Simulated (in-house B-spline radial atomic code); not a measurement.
Successive ionisation energies of krypton; each step leads to the configuration of the next row (after the last: bare). NIST's values go from ground level to ground level; the uncertainty of those that are theory runs from under 0.1 % in few-electron ions to several per cent in heavy many-electron ones. Computed with an all-electron radial atomic-structure program (B-spline basis): non-relativistic Hartree-Fock, average of the configuration, point nuclei.

This level leaves out relativity, spin-orbit splitting included, which matters for heavy ions.

| ion | configuration | ionisation energy (eV) | tabulated value (eV) | computed minus tabulated (eV) | highest orbital | largest mean radius (bohr) |
| --- | --- | --- | --- | --- | --- | --- |
| Kr30+ | [He] 2s2 2p2 | 3527.3 | 3584 | -57 | 2p | 0.17709 |
| Kr31+ | [He] 2s2 2p1 | 3685.1 | 3752 | -67 | 2p | 0.17556 |
| Kr32+ | [He] 2s2 | 3883.6 | 3971 | -87 | 2s | 0.17405 |
| Kr33+ | [He] 2s1 | 4025.2 | 4109.083 | -84 | 2s | 0.17266 |
| Kr34+ | 1s2 | 17023.7 | 17296.42 | -273 | 1s | 0.042106 |
| Kr35+ | 1s1 | 17633.0 | 17936.24 | -303 | 1s | 0.041667 |

Q: Where is the largest jump?

A: From Kr33+ to Kr34+, by a factor of 4.23 (4025.2 to 17024 eV); the highest orbital goes from 2s to 1s.

Q: How far is this level of theory from the measured and semi-empirical values?

A: Over those 3 rows the differences run from -87.4 to -56.7 eV (mean absolute value 70 eV). The calculation leaves out relativity, correlation and, in open shells, the multiplet splittings that an average leaves out.
